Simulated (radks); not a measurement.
Valence configurations of the ruthenium ion Ru+ (all share [Kr]). Calculated with a radial shooting solver on a logarithmic mesh with Libxc functionals: scalar-relativistic Kohn-Sham, PBE, spin-polarised, spherical densities, finite nucleus; open shells are filled with parallel spins first (spin-orbit coupling, left out, can overturn this in heavy ions); Fermi nuclear charge, rms radius 4.4809 fm. Energies are relative to 4d7; eigenvalues in eV for spin up.

[
 {"valence": "4d7", "E (eV)": "0.000", "moment (Bohr magnetons)": "3", "e(4d)": "-13.354", "e(5p)": "-", "e(5s)": "-"},
 {"valence": "4d6.5 5s0.5", "E (eV)": "0.281", "moment (Bohr magnetons)": "4", "e(4d)": "-14.914", "e(5p)": "-", "e(5s)": "-11.722"},
 {"valence": "4d6 5s1", "E (eV)": "0.666", "moment (Bohr magnetons)": "5", "e(4d)": "-16.527", "e(5p)": "-", "e(5s)": "-12.512"},
 {"valence": "4d5.5 5s1.5", "E (eV)": "2.300", "moment (Bohr magnetons)": "5", "e(4d)": "-18.191", "e(5p)": "-", "e(5s)": "-13.085"},
 {"valence": "4d6.5 5p0.5", "E (eV)": "2.668", "moment (Bohr magnetons)": "4", "e(4d)": "-15.528", "e(5p)": "-7.316", "e(5s)": "-"},
 {"valence": "4d5 5s2", "E (eV)": "4.170", "moment (Bohr magnetons)": "5", "e(4d)": "-19.910", "e(5p)": "-", "e(5s)": "-13.649"},
 {"valence": "4d5 5p2", "E (eV)": "13.054", "moment (Bohr magnetons)": "7", "e(4d)": "-22.176", "e(5p)": "-9.749", "e(5s)": "-"},
 {"valence": "4d4.5 5s0.5 5p2", "E (eV)": "16.641", "moment (Bohr magnetons)": "7", "e(4d)": "-23.716", "e(5p)": "-10.210", "e(5s)": "-16.111"},
 {"valence": "4d4.5 5p2.5", "E (eV)": "19.600", "moment (Bohr magnetons)": "7", "e(4d)": "-24.245", "e(5p)": "-10.488", "e(5s)": "-"},
 {"valence": "4d4 5s1 5p2", "E (eV)": "20.664", "moment (Bohr magnetons)": "7", "e(4d)": "-25.277", "e(5p)": "-10.667", "e(5s)": "-16.785"}
]

NIST lists [Kr] 4d7 as the ground configuration; this level of theory agrees among the configurations tried. The energies are those of spherical high-spin densities, not of single terms.
